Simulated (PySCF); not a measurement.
# Computed records: AlB$_{2}$H$_{3}$N, B$_{2}$FH$_{4}$

Computed with PySCF 2.14.0. Calculation on a computer-drawn molecule: the log of a Hartree-Fock and frozen-core CCSD(T) single point meant for a local Hartree-Fock minimum, with one planted fault or none, to be diagnosed. Offsets are logged minus clean, where the clean run is the same molecule without the fault. The reference is restricted for singlets and unrestricted otherwise, and also for a bond in bohr or an excited solution. Adding or removing an electron swaps singlet and doublet. The excited solution moves the top pair (singlet) or top alpha electron (doublet) to the lowest empty orbital. Highest occupied and lowest empty are orbital energies over both spins, largest force is the largest gradient component, triples share is (T) over the correlation energy, the T1 limit is 0.02 restricted and 0.045 unrestricted, electrons count all cores, a negative frequency is imaginary (commonest isotopes), and the dipole is about the centre of nuclear charge.

Common to all runs: meant multiplicity 1; logged SCF converged yes; logged CC converged yes; logged SCF stable within its kind yes; possible faults no fault, one electron removed, one electron added, multiplicity raised by two, geometry at a saddle point, SCF held on an excited solution, minimal basis STO-3G, one bond length entered in bohr, all coordinates scaled.

```yaml
- entry: 1
  formula: AlB2H3N
  logged_structure:
    atoms_angstrom:
      - [B, 1.5571, 2.1503, -1.9201]
      - [B, 0.9242, 1.0077, -0.8133]
      - ["N", 0.4523, 0.1557, 0.0116]
      - [Al, -0.1667, -0.9626, 1.0972]
      - [H, 1.9232, 4.257, -1.2236]
      - [H, 1.7903, 1.8061, -3.0351]
      - [H, -0.7338, -1.9871, 2.0919]
  given:
    meant_charge: 1
    meant_basis: "cc-pV(D+d)Z"
    logged_electrons: 32
    logged_basis_functions: 80
    logged_spin_squared: 0.6943
    "logged_highest_occupied [eV]": -14.188
    "logged_lowest_empty [eV]": -4.193
    "logged_largest_force [hartree/bohr]": 0.02219
    logged_T1_diagnostic: 0.068606
    logged_D1_diagnostic: 0.27588
    logged_triples_share: 0.0411
    "logged_dipole_magnitude [debye]": 4.1302
    "logged_energy_HF [hartree]": -347.1376
    "logged_energy_CCSD(T) [hartree]": -347.52953
    drawn_bonds_atom: [1, 2, 3, 1, 1, 4]
    drawn_bonds_other_atom: [2, 3, 4, 5, 6, 7]
    drawn_bonds_order: [1, 1, 2, 1, 1, 1]
  results:
    planted_fault: "one bond length entered in bohr, row 4 of the drawn bonds"
    "HF_energy_offset_from_clean_run [kcal/mol]": 77.8
    "CCSD(T)_energy_offset_from_clean_run [kcal/mol]": 77.76
  notes: ["T1 above single-reference limit"]
- entry: 2
  formula: AlB2H3N
  logged_structure:
    atoms_angstrom:
      - [B, 1.5571, 2.1503, -1.9201]
      - [B, 0.9242, 1.0077, -0.8133]
      - ["N", 0.4523, 0.1557, 0.0116]
      - [Al, -0.1667, -0.9626, 1.0972]
      - [H, 1.7508, 3.2651, -1.5515]
      - [H, 1.7903, 1.8061, -3.0351]
      - [H, -0.7338, -1.9871, 2.0919]
  given:
    meant_charge: 1
    meant_basis: "cc-pV(D+d)Z"
    logged_electrons: 32
    logged_basis_functions: 80
    logged_spin_squared: 2.0142
    "logged_highest_occupied [eV]": -12.604
    "logged_lowest_empty [eV]": -7.0615
    "logged_largest_force [hartree/bohr]": 0.031772
    logged_T1_diagnostic: 0.026867
    logged_D1_diagnostic: 0.11308
    logged_triples_share: 0.037559
    "logged_dipole_magnitude [debye]": 3.6621
    "logged_energy_HF [hartree]": -347.09282
    "logged_energy_CCSD(T) [hartree]": -347.48495
    drawn_bonds_atom: [1, 2, 3, 1, 1, 4]
    drawn_bonds_other_atom: [2, 3, 4, 5, 6, 7]
    drawn_bonds_order: [1, 1, 2, 1, 1, 1]
  results:
    planted_fault: "multiplicity raised by two"
    "HF_energy_offset_from_clean_run [kcal/mol]": 105.9
    "CCSD(T)_energy_offset_from_clean_run [kcal/mol]": 105.7
- entry: 3
  formula: B2FH4
  logged_structure:
    atoms_angstrom:
      - [B, -0.2008, -1.1144, -0.5895]
      - [B, -1.0809, 0.0855, 0.2692]
      - [F, -0.3746, 1.3763, 0.4299]
      - [H, 0.9187, -1.0043, -1.0746]
      - [H, -0.6801, -2.2257, -0.7824]
      - [H, -2.1621, 0.2855, -0.338]
      - [H, -1.3685, -0.3654, 1.4049]
  given:
    meant_charge: -1
    meant_basis: aug-cc-pVDZ
    logged_electrons: 23
    logged_basis_functions: 105
    logged_spin_squared: 0.7602
    "logged_highest_occupied [eV]": -12.159
    "logged_lowest_empty [eV]": -1.6188
    "logged_largest_force [hartree/bohr]": 0.11075
    logged_T1_diagnostic: 0.025791
    logged_D1_diagnostic: 0.12631
    logged_triples_share: 0.028077
    "logged_dipole_magnitude [debye]": 3.3295
    "logged_energy_HF [hartree]": -151.04641
    "logged_energy_CCSD(T) [hartree]": -151.48723
    drawn_bonds_atom: [1, 2, 1, 1, 2, 2]
    drawn_bonds_other_atom: [2, 3, 4, 5, 6, 7]
    drawn_bonds_order: [1, 1, 1, 1, 1, 1]
  results:
    planted_fault: "one electron removed"
    "HF_energy_offset_from_clean_run [kcal/mol]": 68.71
    "CCSD(T)_energy_offset_from_clean_run [kcal/mol]": 83.55
```
